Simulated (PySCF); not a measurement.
Species: C6H9NSi.
Atom-mapped SMILES: `[CH2:1]=[CH:2][c:3]1[cH:4][cH:5][cH:6][n:7]1[SiH3:8]` (hydrogens: H9, H10 on C1; H11 on C2; H12 on C4; H13 on C5; H14 on C6; H15, H16, H17 on Si8)

Computed by this run: PBE0-D3(BJ)/def2-SVP geometry optimisation, gas phase in PySCF; density fitting, grid level 1; the optimiser is geomeTRIC in internal coordinates, started from a GFN2-xTB structure with every atom displaced at random (about 0.01 Å).

Step 1: E = -15715.4393 eV
```
atom  x, y, z in Å  |  force x, y, z in eV/Å
C1      2.6420   -0.6495   -0.7391    0.208  -0.372   0.281
C2      1.6031    0.0486   -0.2649   -0.096   0.317  -0.253
C3      0.2634   -0.4511   -0.0359   -0.308  -0.030   0.099
C4     -0.2474   -1.7406   -0.0523    0.194  -0.126   0.038
C5     -1.6356   -1.6654    0.2102   -0.112  -0.041  -0.041
C6     -1.9470   -0.3339    0.3716    0.117   0.008   0.013
N7     -0.7974    0.4130    0.2296    0.113   0.021  -0.013
Si8    -0.7332    2.1831    0.3549    0.031   0.042  -0.030
H9      3.6193   -0.1814   -0.8848   -0.067  -0.029  -0.025
H10     2.5680   -1.7342   -0.9052    0.029   0.239  -0.130
H11     1.7528    1.1256   -0.0913   -0.011  -0.110   0.018
H12     0.3402   -2.6468   -0.2176   -0.098   0.113   0.003
H13    -2.3417   -2.4936    0.2695    0.059   0.029   0.000
H14    -2.9021    0.1446    0.5792   -0.001  -0.001   0.006
H15     0.1462    2.6049    1.4830   -0.012  -0.027   0.004
H16    -0.2143    2.7894   -0.9060   -0.027  -0.040   0.017
H17    -2.1374    2.6055    0.5996   -0.017   0.005   0.012
```

Step 2: E = -15715.4518 eV
```
atom  x, y, z in Å  |  force x, y, z in eV/Å
C1      2.6544   -0.6619   -0.7121   -0.075  -0.037   0.070
C2      1.5971    0.0435   -0.2819    0.026   0.086  -0.047
C3      0.2519   -0.4473   -0.0506    0.118  -0.039  -0.055
C4     -0.2497   -1.7400   -0.0587    0.018   0.038  -0.011
C5     -1.6373   -1.6666    0.2088    0.021   0.076   0.029
C6     -1.9399   -0.3343    0.3809   -0.180   0.069   0.000
N7     -0.7994    0.4215    0.2241    0.068  -0.224  -0.003
Si8    -0.7386    2.1910    0.3484    0.004   0.020  -0.003
H9      3.6315   -0.1892   -0.8269   -0.002  -0.001  -0.033
H10     2.5800   -1.7279   -0.9471    0.012   0.025   0.011
H11     1.7528    1.1134   -0.0897    0.016  -0.003   0.032
H12     0.3356   -2.6418   -0.2296   -0.003   0.016  -0.013
H13    -2.3404   -2.4947    0.2736    0.004   0.005   0.014
H14    -2.8930    0.1420    0.6025   -0.017  -0.004   0.003
H15     0.1580    2.6086    1.4637   -0.005  -0.010   0.002
H16    -0.2436    2.7911   -0.9225   -0.009  -0.014  -0.004
H17    -2.1404    2.6108    0.6176    0.004  -0.004   0.006
```

Step 3: E = -15715.4485 eV
```
atom  x, y, z in Å  |  force x, y, z in eV/Å
C1      2.6530   -0.6597   -0.6922   -0.036   0.187  -0.054
C2      1.5957    0.0617   -0.2886    0.039  -0.220   0.041
C3      0.2554   -0.4480   -0.0646   -0.124   0.113  -0.005
C4     -0.2477   -1.7386   -0.0711   -0.110   0.080   0.031
C5     -1.6337   -1.6566    0.2109   -0.122  -0.204   0.004
C6     -1.9514   -0.3282    0.3845    0.292  -0.146  -0.076
N7     -0.8005    0.4099    0.2178    0.007   0.303   0.037
Si8    -0.7343    2.1787    0.3433   -0.008   0.010   0.005
H9      3.6322   -0.1935   -0.8090    0.037   0.003  -0.010
H10     2.5718   -1.7193   -0.9403   -0.013  -0.073   0.043
H11     1.7517    1.1283   -0.0851    0.007   0.008   0.000
H12     0.3315   -2.6409   -0.2489    0.007  -0.048  -0.007
H13    -2.3318   -2.4872    0.2851   -0.019  -0.044   0.001
H14    -2.9030    0.1485    0.6133    0.031  -0.006  -0.006
H15     0.1752    2.5884    1.4504    0.002   0.015   0.003
H16    -0.2531    2.7730   -0.9343    0.001   0.019  -0.011
H17    -2.1321    2.6014    0.6294    0.009   0.004   0.003
```

Step 4: E = -15715.4537 eV
```
atom  x, y, z in Å  |  force x, y, z in eV/Å
C1      2.6543   -0.6620   -0.6940    0.011   0.046  -0.060
C2      1.5980    0.0576   -0.2887    0.014  -0.094   0.045
C3      0.2554   -0.4447   -0.0642   -0.087   0.031  -0.009
C4     -0.2516   -1.7346   -0.0711    0.060  -0.091  -0.007
C5     -1.6377   -1.6657    0.2107    0.075   0.086  -0.021
C6     -1.9421   -0.3336    0.3811   -0.034   0.028   0.014
N7     -0.7978    0.4166    0.2180   -0.047   0.017   0.021
Si8    -0.7376    2.1861    0.3455   -0.011  -0.001   0.000
H9      3.6358   -0.2006   -0.8163    0.004   0.010   0.004
H10     2.5704   -1.7253   -0.9312    0.000  -0.030   0.028
H11     1.7566    1.1249   -0.0878   -0.008   0.002  -0.006
H12     0.3304   -2.6360   -0.2498    0.012  -0.023  -0.007
H13    -2.3366   -2.4965    0.2852    0.007   0.002  -0.003
H14    -2.8934    0.1432    0.6095   -0.001   0.006   0.002
H15     0.1696    2.5996    1.4532    0.002   0.002   0.000
H16    -0.2583    2.7853   -0.9313   -0.001   0.005  -0.004
H17    -2.1366    2.6037    0.6317    0.003   0.002   0.003
```

Task: Estimate the geometry and energy of step 5. (The exact step hangs on the optimiser's Hessian estimate; all steps are aligned on step 4, rigid shifts and turns removed.)

Result: E = -15715.4513 eV, largest force 0.243 eV/Å
```
atom  x, y, z in Å  |  force x, y, z in eV/Å
C1      2.6591   -0.6643   -0.7014   -0.033  -0.132   0.027
C2      1.5955    0.0393   -0.2885   -0.014   0.242   0.016
C3      0.2477   -0.4459   -0.0605    0.204  -0.091  -0.046
C4     -0.2487   -1.7405   -0.0705   -0.101   0.162   0.025
C5     -1.6341   -1.6610    0.2071   -0.109  -0.098   0.025
C6     -1.9443   -0.3307    0.3823   -0.020  -0.013  -0.014
N7     -0.8023    0.4222    0.2216    0.105  -0.138  -0.015
Si8    -0.7407    2.1922    0.3488    0.022   0.004  -0.009
H9      3.6341   -0.1888   -0.8272   -0.025   0.000   0.005
H10     2.5923   -1.7354   -0.9155    0.013   0.030  -0.017
H11     1.7508    1.1094   -0.0978    0.004   0.017  -0.008
H12     0.3346   -2.6429   -0.2489   -0.021   0.043  -0.001
H13    -2.3348   -2.4911    0.2772   -0.007   0.006   0.006
H14    -2.8972    0.1432    0.6098   -0.006  -0.007  -0.001
H15     0.1672    2.6072    1.4558   -0.002  -0.008  -0.002
H16    -0.2613    2.7937   -0.9276   -0.007  -0.010   0.003
H17    -2.1388    2.6115    0.6357   -0.004  -0.006   0.003
```

The energy changes by +0.0023 eV. The first-order estimate −F·Δx gives -0.0059 eV and the mean of the old and new forces, exact on a quadratic surface, +0.0024 eV. The step makes an angle of 62° with the force vector and moves no atom by more than 0.029 Å. The energy falls at the start of this step and ends higher, so the step passed the lowest point of its straight line.

What follows is the cost of the whole optimisation. Hardware: an Arm Neoverse V2 with one thread, no GPU, shared host with 96 logical CPUs at a one-minute load of 66. Cost: 98 s, 0.66 GiB resident at most.
